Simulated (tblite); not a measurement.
CH₉F₃SeSi₄.
Geometry (GFN2-xTB, Å), atoms numbered from 1 in this order:
```xyz
18
CH9F3SeSi4 angstrom
F      0.0980   -1.6536    1.4105
C     -0.5537   -0.4670    1.4123
F     -1.8380   -0.7585    1.7278
F     -0.0625    0.2277    2.4542
Si    -0.4722    0.4874   -0.3093
Si    -1.5885    2.5019    0.1976
Si    -0.9955   -1.2325   -1.8423
Se     1.7941    1.0558   -0.4506
Si     2.9643   -0.8025    0.1998
H     -3.0003    2.1911    0.4347
H     -1.0450    3.1769    1.3769
H     -1.4897    3.3899   -0.9605
H     -2.2667   -0.8904   -2.4850
H      0.0318   -1.3447   -2.8805
H     -1.1297   -2.5356   -1.1868
H      2.3563   -1.9333   -0.4924
H      4.3099   -0.5037   -0.2657
H      2.8786   -0.9030    1.6476
```

Computed with GFN2-xTB (tblite): harmonic, unscaled wavenumbers at the GFN2-xTB geometry, gas phase. This tight-binding method is rough: wavenumbers can miss measured ones by several per cent, in bad cases by 10 to 20. Modes of hydrogen on silicon can be 10 to 20 % off. One conformer, not necessarily the lowest. The optimisation stopped once no atom felt more than 0.01 eV/Å.

Lowest wavenumbers of the output (negative numbers stand for imaginary wavenumbers):
```
mode    cm-1
  1     -24.3
  2      16.2
  3      22.4
  4      31.6
  5      62.8
  6      66.8
  7      78.5
  8      87.0
  9      92.5
 10     108.0
```

Problem. Is this structure a minimum?

Solution. Not by this Hessian. 1 mode is imaginary beyond 20i (24i cm⁻¹), so at this level the point lies at or near a first-order saddle. The curvature is small, so loose convergence or finite differences may be the whole cause.

Problem. Which atoms move in the imaginary mode?

Solution. 24i: H15 (Si–H hydrogen) 33 %, H13 (Si–H hydrogen) 31 %, H14 (Si–H hydrogen) 30 %. These are shares of the mass-weighted motion.

Problem. What is the remedy?

Solution. Step along that mode in both directions, optimise again with tighter thresholds and repeat the frequencies. The zero-point energy of this point (54.1 kcal/mol) counts the 47 real modes alone, and thermal corrections from it aren't those of a minimum.
